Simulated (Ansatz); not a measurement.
cobalt atom (Co), quartet.

Ansatz (a first-principles code) was given this input:
Ansatz 0.2 input:
```yaml
crystal:
  periodic: [false, false, false]
  atoms:
    - {symbol: Co, position_ang: [0.00000000, 0.00000000, 0.00000000]}
basis:
  gaussian:
    orbitals: cc-pVTZ
hamiltonian:
  xc: b3lyp
magnetization: {spin_polarized: true, initial_magnetization: 3}
```

Problem. Give the number of basis functions at the level Ansatz with B3LYP/cc-pVTZ.

Solution. 68

Problem. Give the <S^2> at the level B3LYP/cc-pVTZ.

Solution. 3.751
